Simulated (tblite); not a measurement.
C8H8O2Si.
Geometry (GFN2-xTB, Å), atoms numbered from 1 in this order:
```
atom  x, y, z in Å
Si1   -1.8456   -1.5592   -0.4266
C2    -1.4190    0.2605   -0.3939
C3    -2.2266    1.3820   -0.7201
C4    -1.4572    2.4879   -0.5414
O5    -0.2213    2.1497   -0.1257
C6    -0.2030    0.8008   -0.0377
C7     0.9866    0.1254    0.3841
C8     2.2267    0.5855    0.7530
C9     2.9910   -0.5611    1.0632
C10    2.1697   -1.6284    0.8635
O11    0.9551   -1.2239    0.4530
H12   -3.2406   -1.6547   -0.8714
H13   -1.7176   -2.1282    0.9156
H14   -0.9773   -2.2553   -1.3769
H15   -3.2468    1.3539   -1.0448
H16   -1.6563    3.5335   -0.6703
H17    2.5387    1.6082    0.7934
H18    4.0106   -0.5843    1.3893
H19    2.3230   -2.6834    0.9746
```

Structure optimised with GFN2-xTB, isolated species.

Take the most abundant isotopes and a rigid rotor. The values belong to one conformer with, in the numbering `[SiH3:1][c:2]1[cH:3][cH:4][o:5][c:6]1-[c:7]1[cH:8][cH:9][cH:10][o:11]1`, O5–C6–C7–C8 0°.

**Question.** Give the principal moments of inertia and the rotational constants in cm⁻¹.

**Answer.** Ia = 318.52, Ib = 602.98, Ic = 915.64 u·Å²; 505379 MHz·u·Å²/I gives 1587, 838.1 and 551.9 MHz, that is A = 0.05292, B = 0.02796, C = 0.01841 cm⁻¹.

**Question.** Classify the top.

**Answer.** An asymmetric top. Ray's parameter κ = (2B − A − C)/(A − C) = -0.447; −1 is the prolate and +1 the oblate limit.

**Question.** Is it planar, by Δ = Ic − Ia − Ib?

**Answer.** Not planar: Δ = Ic − Ia − Ib = -5.87 u·Å². For a rigid frame Δ = −2 Σ m c², so Σ m c² = 2.93 u·Å² lies off the ab plane, practically all of it from hydrogen. The atom farthest from that plane is 1.21 Å away.

**Question.** Give the other two planar moments, Paa and Pbb, and the rms extents of the mass along the axes.

**Answer.** Paa = Σ m a² = (Ib + Ic − Ia)/2 = 600.05 and Pbb = Σ m b² = (Ia + Ic − Ib)/2 = 315.59 u·Å². With the mass M = 164.03 u, the rms extents √(P/M) along a, b and c are 1.91, 1.39, 0.13 Å.

**Question.** List the rotational levels J(Ka,Kc) to J = 4 (MHz).

**Answer.** Above 0(0,0):
J = 1: 1(0,1) 1390, 1(1,1) 2139, 1(1,0) 2425
J = 2: 2(0,2) 4103, 2(1,2) 4633, 2(1,1) 5491, 2(2,1) 7737, 2(2,0) 7804
J = 3: 3(0,3) 8024, 3(1,3) 8335, 3(1,2) 10042, 3(2,2) 11907, 3(2,1) 12223, 3(3,1) 16403, 3(3,0) 16413
J = 4: 4(0,4) 13058, 4(1,4) 13213, 4(1,3) 16005, 4(2,3) 17414, 4(2,2) 18256, 4(3,2) 22073, 4(3,1) 22143, 4(4,1) 28220, 4(4,0) 28221
The levels of one J sum to (2J + 1)J(J + 1)(A + B + C)/3.

**Question.** Estimate the classical rotational partition function at 25 K, 50 K and 200 K.

**Answer.** Point group Cs, symmetry number σ = 1; q = (√π/σ)·√((kT/h)³/(ABC)), k/h = 20836.6 MHz/K: 24600 at 25 K, 69600 at 50 K, 557000 at 200 K.

Its GFN2-xTB frequencies are all real (lowest 54 cm⁻¹). Constants of a rigid frame at the computed geometry: no zero-point averaging, no centrifugal distortion.
